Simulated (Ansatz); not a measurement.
`NBCl` + H₂Se → `NB[SeH]` + HCl at 298.15 K and 1 bar (ligand exchange at a B–Cl bond).

Calculated with Ansatz (gas phase, PBE0-D4/def2-TZVP geometries, no zero-point term in ΔE). CCSD(T)/CBS adds triple-zeta CCSD(T) − MP2 to the extrapolated MP2 energy (def2 sets, frozen cores). This one scheme is used for every species. For Se outer-core shells are correlated without core-valence functions, which leaves a few kJ/mol of doubt a bond. Scalar relativity is left out up to krypton. One conformer a species, not always the lowest.

| species | CCSD(T)/CBS energy (Eh) | H − E (kJ/mol) | S (J/(mol·K)) |
| --- | --- | --- | --- |
| `NBCl` | -541.16722 | 121.1 | 268.2 |
| H₂Se | -2401.89790 | 45.8 | 219.1 |
| `NB[SeH]` | -2482.67368 | 141.8 | 290.2 |
| HCl | -460.38127 | 26.6 | 186.8 |

H − E and S are ideal-gas, rigid-rotor, harmonic terms from PBE0-D4/def2-TZVP, for one conformer and one mirror image of each species. 1 Eh = 2625.50 kJ/mol, R = 8.31446 J/(mol·K).

**Question.** By hand: ΔE, ΔH, ΔS and ΔG.

**Answer.** ΔE = (-2482.67368) + (-460.38127) − (-541.16722) − (-2401.89790) = 0.01017 Eh = 26.7 kJ/mol. Δ(H − E) = 141.8 + 26.6 − 121.1 − 45.8 = 1.5, so ΔH = 28.2 kJ/mol. ΔS = 290.2 + 186.8 − 268.2 − 219.1 = -10.3 J/(mol·K). ΔG = 28.2 − 298.15 × (-10.3)/1000 = 31.3 kJ/mol.

**Question.** By hand: the equilibrium constant, and the temperature at which ΔG would vanish if ΔH and ΔS stayed fixed.

**Answer.** log₁₀ K = −ΔG/(RT ln 10) = -5.5. ΔH and −TΔS have one sign here, so there is no such temperature.

The number of gas molecules stays the same, so ΔS is small and ΔH decides. A doubt of 5 kJ/mol in ΔE shifts log₁₀ K by 0.9 here. Other conformers and mirror images would add mixing entropy, several J/(mol·K) or more a flexible species. These are equilibria of isolated gas molecules and say nothing of rates. Largest T1 diagnostic: 0.011 (customary marks: 0.02 for closed shells, 0.045 for open ones).

ΔS is within the doubt of such terms, so its sign, and with it that verdict, could turn.
